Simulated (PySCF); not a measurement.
A species of formula C4H10Ge has this rotational fingerprint, computed with PySCF 2.14.0, PBE0-D3(BJ)/def2-SVP geometry optimisation, gas phase:

```
Rotational constants : A = 4356, B = 2045, C = 1508 MHz
Dipole components    : |μa| = 0.74 D, |μb| = 0.06 D, |μc| = 0.07 D
Inertial defect      : -28.01 u·Å²
κ                    : -0.62
```

Task: Which candidate fits, each taken in the one conformer that was computed?
A. `[CH3:1][CH:2]1[CH2:3][GeH2:4][CH2:5]1` with C1–C2–C3–Ge4 99°, C2–C3–Ge4–C5 16°, C3–Ge4–C5–C2 -16°, C1–C2–C5–Ge4 -99°
B. `[CH3:1][C@@H:2]1[CH2:3][CH2:4][GeH2:5]1` with C1–C2–C3–C4 -151°, C2–C3–C4–Ge5 23°, C3–C4–Ge5–C2 -18°, C1–C2–Ge5–C4 140°
C. `[CH3:1][GeH:2]1[CH2:3][CH2:4][CH2:5]1` with C1–Ge2–C3–C4 94°, Ge2–C3–C4–C5 22°, C3–C4–C5–Ge2 -22°, C1–Ge2–C5–C4 -93°
D. `[CH2:1]=[CH:2][GeH2:3][CH2:4][CH3:5]` with C1–C2–Ge3–C4 114°, C2–Ge3–C4–C5 178°
E. `[CH2:1]=[C:2]([GeH3:3])[CH2:4][CH3:5]` with C1–C2–C4–C5 121°
F. `[CH2:1]=[CH:2][CH2:3][CH2:4][GeH3:5]` with C1–C2–C3–C4 -115°, C2–C3–C4–Ge5 -62°

Result: E. It is C=[C]([GeH3])CC, an asymmetric top, point group C1. The candidates at the same level (rigid rotor, commonest isotopes):

| SMILES | A (MHz) | B (MHz) | C (MHz) | μa (D) | μb (D) | μc (D) | Δ (u·Å²) | point group | rotor |
| --- | --- | --- | --- | --- | --- | --- | --- | --- | --- |
| C=[CH][GeH2][CH2]C | 8988 | 1586 | 1473 | 0.10 | 0.73 | 0.10 | -31.72 | C1 | near-prolate asymmetric top |
| C=[C]([GeH3])CC | 4356 | 2045 | 1508 | 0.74 | 0.06 | 0.07 | -28.01 | C1 | asymmetric top |
| C=CC[CH2][GeH3] | 7923 | 1280 | 1177 | 0.35 | 0.62 | 0.12 | -29.07 | C1 | near-prolate asymmetric top |
| C[C@@H]1C[CH2][GeH2]1 | 4684 | 2775 | 1911 | 0.30 | 0.19 | 0.19 | -25.47 | C1 | asymmetric top |
| CC1[CH2][GeH2][CH2]1 | 6191 | 2231 | 2065 | 0.40 | 0.00 | 0.24 | -63.40 | Cs | near-prolate asymmetric top |
| [CH3][GeH]1[CH2]C[CH2]1 | 5493 | 2566 | 2464 | 0.26 | 0.00 | 0.41 | -83.84 | Cs | near-prolate asymmetric top |

`C=[CH][GeH2][CH2]C` has A 106 % too high; `CC1[CH2][GeH2][CH2]1` has A 42 % too high; `C[C@@H]1C[CH2][GeH2]1` has B 36 % too high; `C=CC[CH2][GeH3]` has A 82 % too high; `[CH3][GeH]1[CH2]C[CH2]1` has C 63 % too high. No structure here is proved a minimum.
